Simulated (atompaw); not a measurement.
gallium (Ga): one change to a PAW (atompaw) potential, before and after

gallium (Ga), PAW, made with atompaw 4.2.0.5 (LDA (PW92), scalar-relativistic). Core [Ne], reference 3s2 3p6 3d10 4s2 4p1. Waves: 3s (bound): rc 0.95 bohr; 4s (bound): rc 1.40 bohr; 3p (bound): rc 1.05 bohr; 4p (bound): rc 1.40 bohr; 3d (bound): rc 1.40 bohr; 3d channel at 0.85 Ry: rc 1.40 bohr. Local part: bessel scheme, radius 1.10 bohr. Core correction: smooth core density matched at 0.90 bohr. Augmentation charge: sinc compensation charge, radius 1.20 bohr; PAW radius 1.40 bohr; waves and projectors: custom polynom2 7 10 vanderbiltortho.

Change: local potential bessel scheme, radius 0.60 bohr.

Cutoffs: the cutoffs (Ry, on a coarse ladder) from which the occupation-weighted sum of valence levels, in a spherical-Bessel basis at the reference potential, stays within 10 and 1 mRy of its value at 400 Ry; they do not see the model core or the augmentation charge, which bear on the density cutoff.

Question: What does the change do?

Answer: The range in which the s phases agree narrows (upper end at the end of the scan → 1.7); neither file shows a bound ghost.

| quantity | base | changed |
| --- | --- | --- |
| bound ghosts | none | none |
| s: phases at 1.41 bohr within 0.05 rad from the reference energy up to (Ry; the scan ends near 5) | to the end of the scan | 1.7 |
| p: phases at 1.41 bohr within 0.05 rad from the reference energy up to (Ry; the scan ends near 5) | 2.8 | 2.1 |
| d: phases at 1.41 bohr within 0.05 rad from the reference energy up to (Ry; the scan ends near 5) | 4.6 | to the end of the scan |
| lowest overlap eigenvalue by channel | s 0.64, p 0.69, d 0.93 | s 0.58, p 0.66, d 0.93 |

 The cutoffs see the waves, projectors and local potential, not the compensation charge or the core.
